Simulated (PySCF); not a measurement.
## Gold: a sound run and one with changed settings

Sound run: Au [Xe] 4f14 5d10 6s1, Au⁺ [Xe] 4f14 5d10. All numbers are calculated (PySCF 2.14, scalar relativity through the core potential, in aug-cc-pVDZ-PP with ECP60MDF (5s5p4d2f, 54 functions)). In the sound run the correlated levels freeze 5s2 5p6 outside the core potential. The sound run starts from symmetry-adapted Hartree-Fock orbitals and uses a fine grid where one is needed.

Changed run: initial guess 1e, at most 50 SCF cycles.

```json
{"species": "Au", "method": "UHF", "sound run (hartree)": "-134.78071", "changed run (hartree)": "-134.78071", "converged": "yes"}
{"species": "Au", "method": "M06-2X", "sound run (hartree)": "-135.59074", "changed run (hartree)": "-135.59074", "converged": "yes"}
{"species": "Au⁺", "method": "UHF", "sound run (hartree)": "-134.49846", "changed run (hartree)": "-134.49846", "converged": "yes"}
{"species": "Au⁺", "method": "M06-2X", "sound run (hartree)": "-135.26221", "changed run (hartree)": "-135.26221", "converged": "yes"}
```

Here the plain start reaches the same solutions.
